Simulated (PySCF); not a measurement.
H6O3Si2. Atoms are numbered in the order given.

```xyz
11

O      1.0891     1.6290     0.5656
Si     1.3544     0.3193    -0.4721
Si    -0.5892    -0.8489     0.0508
O     -1.0558    -0.1206     1.4737
O     -1.6451    -0.6016    -1.2168
H      1.7345     2.3430     0.5777
H      1.4788     0.7696    -1.8913
H      2.6252    -0.3889    -0.1198
H     -0.4810    -2.3071     0.3298
H     -0.6641     0.7605     1.5697
H     -2.5114    -1.0174    -1.1478
```

Coordinates come from a ωB97X-D3(BJ)/def2-SVP optimisation. Other conformers were not sampled.

Computed with PBE/def2-TZVP in PySCF.

The molecule is in vacuum.

* **total energy**: -807.97868 hartree
* **highest occupied level**: -6.68 eV
* **lowest empty level**: -1.45 eV
* **orbital gap**: 5.23 eV
* **dipole moment**: 1.20 D
* **quadrupole, principal values (traceless, Buckingham form, about the centre of nuclear charge)**: -11.11, -3.71, 14.82 D·Å
* **mean static polarisability**: 65.0 bohr³ (9.64 Å³)
* **polarisability, principal values**: 58.4, 61.0, 75.7 bohr³
